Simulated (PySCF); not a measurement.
C2H3ClFGa. Atoms are numbered in the order given.

```xyz
8

Ga     0.3804     0.0955     0.0000
F      1.8592     1.0599     0.0000
Cl    -1.4323     1.2664     0.0000
C      0.3535    -1.8426     0.0000
C     -0.8233    -2.5001     0.0000
H      1.3058    -2.4003     0.0000
H     -0.8734    -3.6038     0.0000
H     -1.7898    -1.9669     0.0000
```

The structure is a stationary point at PBE-D3(BJ)/def2-SVP. The structure was generated by enumeration; whether it is a known compound was not checked. Other conformers were not sampled.

Level of theory: PBE-D3(BJ)/def2-SVP (PySCF).

Frequencies are harmonic and unscaled.

```json
[
 {"mode": "1", "ν (cm⁻¹)": "80", "IR (km/mol)": "1.7", "moving atoms (share of kinetic energy)": "C 39 %, F 26 %, H 24 %, Ga 11 %"},
 {"mode": "2", "ν (cm⁻¹)": "83", "IR (km/mol)": "1.3", "moving atoms (share of kinetic energy)": "C 36 %, Cl 31 %, H 14 %, Ga 13 %"},
 {"mode": "3", "ν (cm⁻¹)": "164", "IR (km/mol)": "7.9", "moving atoms (share of kinetic energy)": "Ga 35 %, H 25 %, C 18 %, F 13 %, Cl 9 %"},
 {"mode": "4", "ν (cm⁻¹)": "167", "IR (km/mol)": "17.6", "moving atoms (share of kinetic energy)": "F 62 %, Cl 19 %, Ga 15 %"},
 {"mode": "5", "ν (cm⁻¹)": "292", "IR (km/mol)": "5.1", "moving atoms (share of kinetic energy)": "C 61 %, H 19 %, Ga 14 %"},
 {"mode": "6", "ν (cm⁻¹)": "403", "IR (km/mol)": "34.7", "moving atoms (share of kinetic energy)": "Cl 68 %, Ga 23 %"},
 {"mode": "7", "ν (cm⁻¹)": "474", "IR (km/mol)": "30.7", "moving atoms (share of kinetic energy)": "H 68 %, C 29 %"},
 {"mode": "8", "ν (cm⁻¹)": "576", "IR (km/mol)": "39.8", "moving atoms (share of kinetic energy)": "C 58 %, H 19 %, Ga 17 %"},
 {"mode": "9", "ν (cm⁻¹)": "688", "IR (km/mol)": "74.7", "moving atoms (share of kinetic energy)": "F 73 %, Ga 24 %"},
 {"mode": "10", "ν (cm⁻¹)": "960", "IR (km/mol)": "7.3", "moving atoms (share of kinetic energy)": "H 87 %, C 13 %"},
 {"mode": "11", "ν (cm⁻¹)": "965", "IR (km/mol)": "19.0", "moving atoms (share of kinetic energy)": "H 71 %, C 29 %"},
 {"mode": "12", "ν (cm⁻¹)": "1000", "IR (km/mol)": "18.8", "moving atoms (share of kinetic energy)": "H 94 %"},
 {"mode": "13", "ν (cm⁻¹)": "1206", "IR (km/mol)": "10.6", "moving atoms (share of kinetic energy)": "H 72 %, C 28 %"},
 {"mode": "14", "ν (cm⁻¹)": "1364", "IR (km/mol)": "14.7", "moving atoms (share of kinetic energy)": "H 84 %, C 16 %"},
 {"mode": "15", "ν (cm⁻¹)": "1604", "IR (km/mol)": "5.8", "moving atoms (share of kinetic energy)": "C 85 %, H 15 %"},
 {"mode": "16", "ν (cm⁻¹)": "3047", "IR (km/mol)": "8.3", "moving atoms (share of kinetic energy)": "H 95 %"},
 {"mode": "17", "ν (cm⁻¹)": "3098", "IR (km/mol)": "1.5", "moving atoms (share of kinetic energy)": "H 91 %, C 9 %"},
 {"mode": "18", "ν (cm⁻¹)": "3143", "IR (km/mol)": "1.7", "moving atoms (share of kinetic energy)": "H 89 %, C 11 %"}
]
```
